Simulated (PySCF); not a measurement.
## S²⁺: interval between two levels

S²⁺ [Ne] 3s2 3p2 [3P2, M_J = 2] → S²⁺ [Ne] 3s1 3p3 [5S2, M_J = 2], as a difference of total energies. Computed with PySCF 2.14 in x2c-TZVPall-2c with one added diffuse shell each of s, p type (6s7p2d1f, 44 functions), with the two-component X2C-1e Hamiltonian. Correlated levels: [Ne] frozen; the 6 highest virtual spinors dropped. "Screened" scales the spin-orbit matrix elements by Boettger's factors to mimic the two-electron term; Breit and QED terms are absent.

```tsv
method	interval between two levels (cm⁻¹)
GHF (spin-free)	42611
GMP2 (spin-free)	52583
GHF (screened spin-orbit)	42320
GMP2 (screened spin-orbit)	52290
```

The labels give the starting determinants; with spin-orbit coupling the two ends relaxed to ⟨J²⟩ = 6.01, ⟨L²⟩ = 2.02, ⟨S²⟩ = 2.00 and ⟨J²⟩ = 6.00, ⟨L²⟩ = 0.00, ⟨S²⟩ = 6.00.
